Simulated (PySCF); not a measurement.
Record of a relaxation.

VO2 (doublet state).
Bonds: V1–O2, V1–O3.

Method: PBE0-D3(BJ)/def2-SVP geometry optimisation, gas phase (PySCF 2.14.0); unrestricted, density fitting, grid level 1; the optimiser is geomeTRIC in internal coordinates, started from a GFN2-xTB structure with every atom displaced at random (about 0.03 Å). The frame can shift and turn from step to step; on so coarse a grid that alone can change the energy by a few meV, and forces under 0.02 eV/Å are noise.

Step 0: E = -29764.3193 eV, largest atomic force 9.877 eV/Å
```
atom  x, y, z in Å  |  force x, y, z in eV/Å
V1      0.066   -0.082   -0.572   -8.073  -0.325  -5.681
O2      1.230   -0.032    0.295    7.490   0.353   5.825
O3     -1.312    0.017    0.256    0.584  -0.029  -0.144
```

Step 1: E = -29764.8518 eV, largest atomic force 1.721 eV/Å
```
atom  x, y, z in Å  |  force x, y, z in eV/Å
V1      0.028   -0.085   -0.609   -1.714   0.016  -0.149
O2      1.267   -0.026    0.329    1.247   0.039   0.689
O3     -1.311    0.014    0.259    0.467  -0.055  -0.540
```

Step 2: E = -29764.8843 eV, largest atomic force 0.426 eV/Å
```
atom  x, y, z in Å  |  force x, y, z in eV/Å
V1      0.013   -0.083   -0.587   -0.178  -0.029  -0.320
O2      1.299   -0.027    0.323    0.362   0.014   0.224
O3     -1.328    0.013    0.244   -0.184   0.015   0.096
```

Step 3: E = -29764.8867 eV, largest atomic force 0.048 eV/Å
```
atom  x, y, z in Å  |  force x, y, z in eV/Å
V1      0.009   -0.083   -0.584   -0.018  -0.006  -0.034
O2      1.310   -0.028    0.318    0.044   0.001   0.018
O3     -1.336    0.014    0.247   -0.026   0.005   0.016
```

Step 4: E = -29764.8868 eV, largest atomic force under 0.02 eV/Å
```
atom  x, y, z in Å  |  force x, y, z in eV/Å
V1      0.007   -0.084   -0.584    0.004  -0.003   0.006
O2      1.313   -0.029    0.313   -0.006  -0.001  -0.010
O3     -1.337    0.016    0.251    0.002   0.004   0.003
```

Task: Summarise the path.

Result: The energy falls by 0.5675 eV from step 0 to step 4; nine tenths of that is first reached at step 1. It falls at every step. The largest force goes from 9.877 to under 0.02 eV/Å. Among the bonds V1–O2 changes most, from 1.452 to 1.585 Å; the atoms move by 0.062 Å rms after alignment.

Task: Follow the energy, the force and the coordinates that change most from start to end.

Result: 
```
step  E above end (eV)  largest force (eV/Å)  V1–O2 (Å)  V1–O3 (Å)  O2–V1–O3 (°)
   0            0.5675                 9.877      1.452      1.610         112.1
   1            0.0350                 1.721      1.555      1.598         109.7
   2            0.0025                 0.426      1.577      1.581         112.7
   3            0.0001                 0.048      1.584      1.584         113.3
   4            0.0000            under 0.02      1.585      1.585         113.5
```

What follows is the cost of the whole optimisation. Hardware: one thread, Arm Neoverse V1 (aarch64), shared host. Cost: 17 s wall, 0.25 GiB resident at most.
